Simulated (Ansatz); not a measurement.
```yaml
crystal:
  periodic: [false, false, false]
  atoms:
    - {symbol: N, position_ang: [1.390992, 0.912973, -0.278889]}
    - {symbol: Hf, position_ang: [-0.502550, 0.260036, -0.335801]}
    - {symbol: N, position_ang: [-0.527326, -1.356925, 0.854140]}
    - {symbol: Br, position_ang: [-1.100528, -0.437233, -2.680459]}
    - {symbol: Br, position_ang: [-2.042607, 2.006525, 0.622890]}
    - {symbol: H, position_ang: [2.116168, 0.660260, -0.937011]}
    - {symbol: H, position_ang: [1.749436, 1.613649, 0.356120]}
    - {symbol: H, position_ang: [0.260826, -1.735847, 1.358414]}
    - {symbol: H, position_ang: [-1.344411, -1.923428, 1.040598]}
basis:
  gaussian: {orbitals: def2-SVP}
hamiltonian: {xc: {name: rPW86-PBE}, dispersion: rvv10}
```

```sh
$ ansatz run in.yaml --threads 8 --pin off --events-out ev --progress --plain --max-ram 18278MiB
```

It prints (some lines left out):

```
Functional definition: rPW86-PBE+rVV10
1580 factors; their error is unknown
mean field evaluation 1: about -144457.3762 eV, gradient 9.7e1 eV
mean field evaluation 2: about -144315.0610 eV, gradient 2.3e2 eV
mean field evaluation 4: about -144473.8591 eV, gradient 3.1e1 eV
mean field evaluation 8: about -144476.7313 eV, gradient 8.2e-1 eV
mean field evaluation 16: about -144476.5535 eV, gradient 3.0e-4 eV
mean field -144476.55353403 eV, -5309.4154126503 hartree, gradient 5.9e-5 eV, S^2 0.000000; 0 other end points of the search recorded, 0 dependent functions left out
reference -144476.55370535 eV, -5309.4154189461 hartree; 50, 50 occupied and 94, 94 virtual orbitals, 1580 factors
Total energy: -144476.55370535 eV, -5309.4154189461 hartree
```

Hardware: 8 threads of an Arm Neoverse V1 on a shared host. Wall time 3.9 s, peak host memory 0.35 GiB.
